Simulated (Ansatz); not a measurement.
An input meant for Nb3 (charge 0, doublet).

```yaml
crystal:
  periodic: [false, false, false]
  atoms:
    - {symbol: h, position_ang: [0.484451, 0.165841, 0.131486]}
    - {symbol: Nb, position_ang: [2.548595, 0.969101, -0.117591]}
    - {symbol: Nb, position_ang: [1.860954, 0.447259, 2.094405]}
basis:
  gaussian: {orbitals: STO-3G}
magnetization: {spin_polarized: true, initial_magnetization: 1}
hamiltonian: {xc: {name: PBE0}}
accuracy: high
```

```sh
$ ansatz run in.yaml --threads 4 --pin off --events-out ev --progress --plain --max-ram 3916MiB
```

Output, abridged:

```
Error: YAML parse error: error: line 4 column 16: `h` is not an element symbol (H … Og, case-exact)
 --> <input>:4:16
2 |   periodic: [false, false, false]
3 |   atoms:
4 |     - {symbol: h, position_ang: [0.484451, 0.165841, 0.131486]}
5 |     - {symbol: Nb, position_ang: [2.548595, 0.969101, -0.117591]}
6 |     - {symbol: Nb, position_ang: [1.860954, 0.447259, 2.094405]}
```

In this input an element symbol is wrong. The program refused the input.
